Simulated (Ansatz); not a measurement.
Program: Ansatz. Geometries: PBE0-D4/def2-TZVP. ΔE: electronic, gas phase. CCSD(T)/CBS adds triple-zeta CCSD(T) − MP2 to the extrapolated MP2 energy (def2 sets, frozen cores). This one scheme is used for every species. DFT in def2-TZVPP. B3LYP here is the variant with VWN-RPA as its local correlation; programs differ in this. For Br outer-core shells are correlated without core-valence functions, which leaves a few kJ/mol of doubt a bond. Scalar relativity is left out up to krypton. Each species was taken in one conformer, which may not be the lowest.

`COCS[SiH3]` + `BrC1O[SiH2]1` → `[SiH3][Si@H]1O[C@@H]1Br` + `COCS`  (formal exchange of groups at the Si–S bond)

`COCS[SiH3]`:

Cartesian coordinates in Å:
```
C -0.416 -1.794 -0.591
O -0.323 -1.022 0.584
C 0.909 -0.422 0.771
S 1.311 0.920 -0.422
Si -0.407 2.137 -0.082
H 0.339 -2.591 -0.596
H -0.282 -1.175 -1.484
H -1.409 -2.239 -0.601
H 0.908 -0.001 1.776
H 1.736 -1.137 0.671
H -1.636 1.578 -0.699
H -0.626 2.296 1.380
H -0.104 3.448 -0.708
```

`BrC1O[SiH2]1`:

Cartesian coordinates in Å:
```
Br -1.094 1.020 -1.908
C -0.645 0.570 -0.082
O -0.881 -0.794 0.268
Si 0.767 -0.489 0.301
H -1.127 1.288 0.574
H 1.577 -1.066 -0.787
H 1.402 -0.529 1.635
```

`[SiH3][Si@H]1O[C@@H]1Br`:

Cartesian coordinates in Å:
```
Si 1.356 -0.173 -1.338
Si -0.169 -0.589 0.376
O -0.085 0.465 1.696
C -1.306 0.678 1.008
Br -2.891 0.190 2.004
H 2.707 -0.646 -0.940
H 0.921 -0.902 -2.558
H 1.383 1.288 -1.598
H -0.474 -1.997 0.721
H -1.442 1.687 0.630
```

`COCS`:

```xyz
10

C     1.155    0.343    0.711
O    -0.225    0.116    0.857
C    -0.939    0.208   -0.328
S    -0.636   -1.122   -1.537
H     1.349    1.345    0.306
H     1.612   -0.401    0.049
H     1.599    0.266    1.703
H    -1.996    0.211   -0.064
H    -0.704    1.130   -0.876
H    -1.215   -2.098   -0.820
```

Task: Is it downhill or uphill in electronic energy at CCSD(T)/CBS, and by how much? (Best estimate.)

Result: The calculation gave: Uphill: ΔE = +12.5 kcal/mol.

Task: What do these levels give: B3LYP-D4, ωB97X-V, SCS-MP2/def2-TZVPP, CCSD/def2-TZVPP, MP2/def2-QZVPP, CCSD/CBS(def2)? (Estimate.)

Result: Computed: B3LYP-D4 11.8, ωB97X-V 12.0, SCS-MP2/def2-TZVPP 14.0, CCSD/def2-TZVPP 12.0, MP2/def2-QZVPP 14.6, CCSD/CBS(def2) 12.5 kcal/mol.

Largest T1 diagnostic among the species: 0.013.

The D4 term adds +1.1 kcal/mol with B3LYP and +0.6 kcal/mol with PBE0; it sums over pairs of atoms, weighted by their polarisabilities, and B3LYP, whose exchange is more repulsive, gets the larger term. From PBE to PBE0 (25 % exact exchange), in def2-TZVPP and without D4, ΔE moves by +1.2 kcal/mol.
